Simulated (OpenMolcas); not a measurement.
# Ru2+: effect of the active space

```
Program             : OpenMolcas
Method              : CASSCF or its RAS form
Basis               : ANO-R2
Scalar Hamiltonian  : X2C, finite nucleus
Spin-orbit coupling : state interaction with AMFI integrals over the reference wave functions, term energies averaged over their components
```

A. 6 electrons in 5 orbitals (4d); 2S+1 = 5 even, 5 roots; 2S+1 = 3 even, 45 roots; 2S+1 = 1 even, 50 roots; cost about 24 core-seconds
B. 6 electrons in 6 orbitals (4d 5s); 2S+1 = 5 even, 30 roots; 2S+1 = 7 even, 1 root kept (CI in the orbitals of an earlier block); 2S+1 = 3 even, 127 roots kept (CI in the orbitals of an earlier block, 107 in the spin-orbit step); 2S+1 = 1 even, 102 roots kept (CI in the orbitals of an earlier block, 62 in the spin-orbit step); cost of the order of 90 core-seconds
C. 12 electrons in 8 orbitals (RAS1 4p, at most 2 holes; RAS2 4d); 2S+1 = 5 even, 5 roots; 2S+1 = 3 even, 45 roots; 2S+1 = 1 even, 49 roots; cost roughly 80 core-seconds
D. 6 electrons in 10 orbitals (4d 5d); 2S+1 = 5 even, 5 roots; 2S+1 = 3 even, 45 roots; 2S+1 = 1 even, 49 roots; cost about 8 core-minutes

Energies in cm-1 above 4d6 5D4, the measured ground level; measured values from Moore, Atomic Energy Levels, vol. III, NSRDS-NBS 35 (1971 reprint of NBS Circular 467, 1958).

```csv
Level,A,B,C,D,Measured
4d6 5D4,0.0,0.0,0.0,0.0,0.0
4d6 5D3,1144,1202,1161,1103,1159
4d6 5D2,1857,1946,1856,1778,1826
4d6 5D1,2312,2423,2302,2209,2266
4d6 5D0,2532,2654,2516,2417,2476
4d6 3H6,17815,18646,18935,17488,
4d6 3H5,18222,19016,19228,17857,
4d6 3P2(1),19017,19435,16845,18578,
4d6 3F3(1),20733,21224,19899,20277,
4d6 3F2(1),21276,21804,20354,20808,
4d6 3P1(1),22310,22891,20233,21894,
4d6 3G5,22583,23095,22862,22187,
4d6 3P0(1),23152,23657,20913,22711,
4d6 3G4,23702,24227,23778,23262,
4d6 3G3,24010,24521,24052,23544,
4d6 1I6,27292,28484,28908,26761,
4d6 3D2,28546,28438,27253,27925,
4d6 3D1,28668,28515,27427,28047,
4d6 3D3,28897,28748,27701,28316,
4d6 1G4(1),29348,29846,28398,28803,
4d6 1F3,39722,40257,38473,38940,
4d6 3P0(2),45344,46169,42505,44101,
4d6 3P1(2),46306,47052,43432,44994,
4d6 3F4(2) [56 %],46865,47940,44657,45666,
```

Deviations, from unrounded energies. A percentage is the sum of absolute deviations over the sum of measured energies, with the sign that they share, or ± where signs differ.

| Against measurement | Levels | A | B | C | D |
| --- | --- | --- | --- | --- | --- |
| mean absolute deviation (cm-1) | 4 | 37 | 120 | 27 | 55 |
| fine structure of the ground term (%) | 4 | ±1.9 | +6.4 | +1.4 | -2.9 |

C lies closest to measurement on these levels and B furthest from it. The largest miss of C in the table is 4d6 5D0, by +40 cm-1. The ranking rests on the paired levels alone, and a cruder setting can come out closer through cancelling errors.

The spin-orbit steps hold different terms of 4d6 (B lacks a 1S; C lacks a 1S; D lacks a 1S), which shifts levels as well.

Among A to D the level of the table that moves most is 4d6 3P0(2), by 3700 cm-1 (lowest in C, highest in B).

Without dynamic correlation excited terms often stand tens of per cent too high (terms of higher spin than the ground term too low), and those without a measured partner can miss by more than the paired ones. Levels of configurations with an s electron are missing; early in the row they begin among the upper levels of the d shell and mix with terms of their name (holds for A). Some high roots are left out of the spin-orbit mixing, which shifts the levels that they would mix with (holds for B). Terms from blocks run as CI alone lack orbitals of their own (holds for B). Active for correlation alone: 4p; no level in the range computed is led by a configuration that opens it, so any true level of that kind is missing (holds for C). Active for correlation alone: 5d; no level in the range computed is led by a configuration that fills it, so any true level of that kind is missing (holds for D). Measured partners are found by configuration, term and J. A level has none where our copy of the source lacks it or the pairing is in doubt (some pairs that miss far off the trend of their configuration count as doubtful), and it then counts in no deviation. Levels of configurations outside the active space are missing. Levels that lie high or do not pair safely by name in every column are left out.

A share in square brackets marks a mixed level and gives the weight of the term that names it, the lowest over the columns. A number in round brackets counts repeated terms of one configuration in the order of the reference energies.
